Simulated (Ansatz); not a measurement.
Relaxation of C$_{3}$H$_{5}$Al (9 atoms, charge 0, multiplicity 1), to a largest force component of 0.02 eV/Å in at most 40 steps.

All numbers below come from RKS PBE-D4/def2-SVP (Ansatz).

```xyz
9
Properties=species:S:1:pos:R:3
C -0.124 1.154 -1.143
C -0.227 0.431 -0.041
C 0.469 -1.027 0.148
Al -0.511 -0.354 1.695
H 0.436 0.817 -2.009
H -0.594 2.121 -1.243
H 1.550 -0.992 0.000
H 0.074 -1.762 -0.557
H -1.075 -0.389 3.150
```

Q: Where does it end, and by what steps?

A: It converged. After 17 steps the energy has fallen by 0.164 eV; H8 moved furthest, 0.38 Å.

```csv
step,energy less start (eV),largest force component (eV/Å),accepted
0,0.0000,1.851,yes
1,-0.1113,0.963,yes
2,-0.1198,0.529,yes
3,-0.1343,0.530,yes
4,-0.1387,0.326,yes
5,-0.1393,0.179,yes
6,-0.1463,0.070,yes
7,-0.1467,0.077,yes
8,-0.1473,0.093,yes
9,-0.1489,0.239,yes
10,-0.1208,0.809,no
11,-0.1564,0.158,yes
12,-0.1574,0.205,yes
13,-0.1521,0.285,no
14,-0.1616,0.170,yes
15,-0.1597,0.126,no
16,-0.1634,0.040,yes
17,-0.1636,0.013,yes
```

```xyz
9
Properties=species:S:1:pos:R:3
C -0.124 1.191 -1.132
C -0.315 0.231 -0.208
C 0.509 -1.028 0.106
Al -0.532 -0.313 1.601
H 0.634 1.089 -1.936
H -0.720 2.120 -1.133
H 1.587 -1.052 -0.159
H 0.012 -1.963 -0.243
H -1.050 -0.276 3.105
```

Whether the end is a true minimum wasn't checked by a vibrational analysis.

Run time: 24 s on 1 thread of Arm Neoverse V2, on a shared host, peak memory 0.11 GiB.
